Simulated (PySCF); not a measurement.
**How methods differ on the excitation energy of Ne⁺**

Ne⁺ [He] 2s2 2p5 (2P) → Ne⁺ [He] 2s1 2p5 3s1 (4P), as a difference of total energies. Computed with PySCF 2.14 in dyall-acv3z, with the spin-free X2C one-electron Hamiltonian (Gaussian nucleus). Correlated levels: valence and next inner shell: nothing frozen; virtual orbitals above 40 to 60 times the deepest correlated orbital energy dropped. The calculations carry no spin-orbit coupling.

```
                                method  excitation energy (eV)
                                   UHF                  52.509
    MP2 (valence and next inner shell)                  52.339
SCS-MP2 (valence and next inner shell)                  52.242
   CCSD (valence and next inner shell)                  52.689
CCSD(T) (valence and next inner shell)                  52.631
```

**Question.** How much does correlation contribute at CCSD(T) (valence and next inner shell)?

**Answer.** 52.631 − (52.509) = 0.122 eV, measured against UHF.

The upper state lies above the first ionisation limit, where it may autoionise and the basis confines it. A Rydberg-like electron needs more diffuse functions than a valence basis has.

The promoted electron is Rydberg-like, and one or two diffuse shells describe it only roughly, which tends to raise the upper state.
